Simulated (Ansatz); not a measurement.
Computed with Ansatz on PBE0-D4/def2-TZVP structures; ΔE is electronic, products minus reactants. CCSD(T)/CBS adds triple-zeta CCSD(T) − MP2 to the extrapolated MP2 energy (def2 sets, frozen cores). This one scheme is used for every species. Functionals use def2-TZVPP. For Ga outer-core shells are correlated without core-valence functions, which leaves a few kJ/mol of doubt a bond. Scalar relativity is left out up to krypton.

Reaction (hydrogenolysis of a C–Ga bond): `N#[C][GaH][Cl]` + H₂ → `C#N` + `[Cl][GaH2]`

Is it downhill or uphill in electronic energy at CCSD(T)/CBS, and by how much? (Best estimate.)

Ansatz gave: Uphill: ΔE = +22.6 kJ/mol.

What do these levels give: PBE-D4, BHLYP-D4, CAM-B3LYP-D4, ωB97M-V, r2SCAN, MP2/CBS(def2)? (Estimate.)

Ansatz gave: PBE-D4 19.2, BHLYP-D4 17.6, CAM-B3LYP-D4 15.8, ωB97M-V 19.0, r2SCAN 20.8, MP2/CBS(def2) 29.2 kJ/mol.

What do rigid-rotor, harmonic-oscillator terms from PBE0-D4/def2-TZVP frequencies (298.15 K, 1 bar) make of the CCSD(T)/CBS value? (Estimate.)

Computed: ΔZPE = +12.7 kJ/mol, ΔH = +30.9 kJ/mol, ΔS = 13 J/(mol·K), ΔG = +26.9 kJ/mol.

Largest T1 diagnostic among the species: 0.014.

Leaving LDA and LC-ωPBE aside and taking each functional with its dispersion term where it has one, the values, not all of them listed here, spread over 12.3 kJ/mol, from B97M-V to revPBE-D4. The D4 term adds +6.0 kJ/mol with B3LYP and +3.3 kJ/mol with PBE0; it sums over pairs of atoms, weighted by their polarisabilities, and B3LYP, whose exchange is more repulsive, gets the larger term. At CCSD(T), def2-SVP lies −5.2 kJ/mol from the extrapolated value and def2-TZVPP +2.4 kJ/mol.

B3LYP here is the variant with VWN-RPA as its local correlation; programs differ in this.
